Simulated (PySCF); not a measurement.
Hf (hafnium, neutral) across methods

[Xe] 4f14 5d3 6s1, high-spin 5F determinant (an excited configuration). Computed with PySCF 2.14 in ANO-RCC-VTZP, with scalar relativity by spin-free X2C-1e.

```json
{"method": "PBE", "E (hartree)": "-15078.10", "mean ε 4f β (eV)": "-14.781", "mean ε 6s α (eV)": "-5.065", "mean ε 5d α (eV)": "-2.541", "Σ⟨r²⟩ (bohr²)": "68.90", "⟨S²⟩": "6.002"}
{"method": "UHF", "E (hartree)": "-15072.85690", "mean ε 4f β (eV)": "-28.748", "mean ε 6s α (eV)": "-6.933", "mean ε 5d α (eV)": "-5.895", "Σ⟨r²⟩ (bohr²)": "68.97", "⟨S²⟩": "6.008"}
{"method": "LDA", "E (hartree)": "-15068.18", "mean ε 4f β (eV)": "-15.103", "mean ε 6s α (eV)": "-5.250", "mean ε 5d α (eV)": "-2.585", "Σ⟨r²⟩ (bohr²)": "68.66", "⟨S²⟩": "6.001"}
{"method": "r2SCAN", "E (hartree)": "-15078.17", "mean ε 4f β (eV)": "-14.722", "mean ε 6s α (eV)": "-5.244", "mean ε 5d α (eV)": "-2.765", "Σ⟨r²⟩ (bohr²)": "68.13", "⟨S²⟩": "6.004"}
```

Problem. Estimate the same row for PBE0.

Solution. E (hartree) = -15077.84; mean ε 4f β (eV) = -18.376; mean ε 6s α (eV) = -5.624; mean ε 5d α (eV) = -3.474; Σ⟨r²⟩ (bohr²) = 68.46; ⟨S²⟩ = 6.003.

Spin-orbit coupling, absent here, splits the open shell strongly.
